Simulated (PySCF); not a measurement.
C10H10SSi, SMILES [SiH3]c1ccccc1-c1cccs1 (GFN2-xTB optimised geometry):

```
22

Si    -0.850    -2.006     2.039
C      0.514    -1.834     0.743
C      1.422    -2.881     0.606
C      2.502    -2.809    -0.253
C      2.711    -1.658    -0.995
C      1.824    -0.607    -0.884
C      0.717    -0.688    -0.039
C     -0.204     0.439     0.000
C     -1.569     0.439     0.000
C     -2.128     1.734     0.010
C     -1.186     2.710     0.017
S      0.408     2.068     0.000
H     -1.137    -0.719     2.670
H     -2.064    -2.563     1.430
H     -0.367    -2.947     3.053
H      1.281    -3.773     1.199
H      3.186    -3.642    -0.336
H      3.561    -1.582    -1.658
H      1.975     0.292    -1.465
H     -2.157    -0.460    -0.043
H     -3.186     1.926     0.010
H     -1.323     3.773     0.028
```

Calculation: PySCF with CAM-B3LYP/def2-SVP.

Problem. What are the frontier orbital energies and the dipole moment?

Solution. HOMO-2 -8.61 eV, HOMO-1 -8.48 eV, HOMO -7.50 eV, LUMO 0.05 eV, LUMO+1 0.68 eV; dipole moment 0.53 D.

Meta-Löwdin charges at CAM-B3LYP/def2-SVP: Si1 0.51, C2 -0.22, C3 -0.09, C4 -0.10, C5 -0.09, C6 -0.11, C7 0.02, C8 -0.10, C9 -0.14, C10 -0.13, C11 -0.23, S12 0.25, H13 -0.09, H14 -0.11, H15 -0.11, H16 0.10, H17 0.10, H18 0.11, H19 0.10, H20 0.11, H21 0.11, H22 0.13.
